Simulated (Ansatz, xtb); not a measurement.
Spectroscopic constants of SrP, multiplicity 4 (lowest of 2S+1 = 2, 4 at CCSD(T)/def2-TZVPP on PBE0 minima; our sources give no spin for the ground state, which may be another). No spin–orbit coupling.

Seven points along R, fitted to fifth degree in 1/R; most abundant isotopes. In def2 and cc sets the state is the lowest found near the PBE0 minimum, followed along R.

Programs: Ansatz (a program for electronic structure) with Gaussian orbitals; xtb for the GFN methods. Each number belongs to the level named beside it. In def2 rows elements past Kr take small-core potentials, without spin–orbit coupling. The GFN methods have no spin term and hold the electronic entropy of 300 K.

```
level                 r_e (Å)  ω_e (cm⁻¹)  α_e (cm⁻¹)  B_e (cm⁻¹)  dipole (D)
--------------------  -------  ----------  ----------  ----------  ----------
GFN1-xTB                2.904         205     0.00060      0.0873           -
GFN2-xTB                2.836         178      0.0010      0.0915           -
SVWN5/def2-TZVPP        2.871         229     0.00049      0.0893        4.05
PBE/def2-TZVPP          2.924         217     0.00049      0.0861        4.05
r2SCAN/def2-TZVPP       2.921         225     0.00046      0.0863        4.63
B97M-V/def2-TZVPP       2.955         214     0.00046      0.0843        4.02
B3LYP/def2-TZVPP        2.947         214     0.00049      0.0847        4.50
PBE0/def2-TZVPP         2.914         226     0.00046      0.0867        4.44
BHLYP/def2-TZVPP        2.942         223     0.00045      0.0850        4.86
CAM-B3LYP/def2-TZVPP    2.929         225     0.00044      0.0858        4.81
wB97X-V/def2-TZVPP      2.921         234     0.00040      0.0863        4.78
wB97M-V/def2-TZVPP      2.933         224     0.00045      0.0855        4.52
B2PLYP/def2-TZVPP       2.949         216     0.00048      0.0847           -
CCSD/def2-TZVPP         2.961         217     0.00045      0.0840           -
CCSD/def2-QZVPP         2.938         228     0.00043      0.0853           -
CCSD(T)/def2-TZVPP      2.962         214     0.00047      0.0839           -
CCSD(T)/def2-QZVPP      2.938         225     0.00045      0.0853           -
```

Correlated levels freeze the inner cores; with def2 sets outer-core shells near the valence are correlated too.
